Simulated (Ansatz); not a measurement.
Ideal-gas functions of `[NH2][Al]([NH2])[SH]` at 800 K and 1 bar, from an Ansatz frequency run at PBE0-D4/def2-TZVP.

Molar mass 92.1 g/mol, point group C1 (symmetry number 1), electronic degeneracy 1, moments of inertia 85.817, 166.288, 251.815 u Å². Harmonic wavenumbers (cm⁻¹, unscaled): 109, 155, 188, 237, 258, 317, 332, 348, 451, 587, 660, 685, 796, 896, 1563, 1572, 2715, 3619, 3620, 3709, 3709.

Use S(trans) = R[1.5 ln M + 2.5 ln T − 1.1517]; rotational temperatures θ = 24.2544 K / I; S(rot) = R[ln(√π/σ · √(T³/θAθBθC)) + 1.5]; for each mode x = 1.438777 ν̃/T, S = R[x/(eˣ − 1) − ln(1 − e⁻ˣ)] and H = RT x/(eˣ − 1); 1 cm⁻¹ = 0.0119627 kJ/mol; R = 8.31446 J/(mol·K).

Problem. By hand: the entropy, in J/(mol·K).

Solution. Translation 185.8. Rotation: θ = 0.2826, 0.1459, 0.0963 K, giving 123.6. Vibration, mode by mode: 21.88, 18.96, 17.37, 15.47, 14.77, 13.10, 12.72, 12.35, 10.28, 8.24, 7.36, 7.09, 6.01, 5.19, 2.01, 1.99, 0.37, 0.09, 0.09, 0.08, 0.08, in all 175.5. Electronic 0.0. Sum 484.9 J/(mol·K).

Problem. By hand: H − E and G − E in kJ/mol, counted from the electronic energy.

Solution. Zero-point energy ½ × 26526 × 0.0119627 = 158.7; thermal vibration 66.0; translation, rotation and pV give 4 RT = 26.6. H − E = 251.3 kJ/mol, and G − E = 251.3 − 800 × 484.9/1000 = -136.6 kJ/mol.

Vibration gives 36 % of the entropy, 21.9 J/(mol·K) of it from the mode under 150 cm⁻¹: soft modes count most, and the harmonic formula is weakest for them. The sum counts one conformer and one mirror image; others add a mixing term.
